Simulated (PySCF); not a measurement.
Ge(F)3(OSiH3) (F3GeH3OSi), SMILES [F][Ge]([O][SiH3])([F])[F]. Atoms are numbered in the order given.

```xyz
9

F      1.6596    -0.3350    -1.2425
Ge     0.6169     0.0709     0.0462
F      1.4465    -0.2669     1.4989
F      0.3172     1.7560    -0.0190
O     -0.8598    -0.8048    -0.0469
Si    -2.4876    -0.3843    -0.1839
H     -2.7053     0.3822    -1.4424
H     -2.8941     0.4426     0.9866
H     -3.2451    -1.6611    -0.2110
```

Geometry optimised at r2SCAN-D4/def2-SVP. Other conformers were not sampled.

Vertical ionisation energy (IE) and electron affinity (EA) in eV. Rows of orbital energies are one-electron estimates. Where ΔSCF, EOM or ADC give a negative EA the extra electron is unbound and the value depends on the basis.

| level | IE | EA |
|---|---|---|
| −ε(HOMO), −ε(LUMO), HF/def2-TZVP (PySCF) | 13.31 | -2.18 |
| −ε(HOMO), −ε(LUMO), PBE/def2-TZVP (PySCF) | 8.18 | 2.56 |
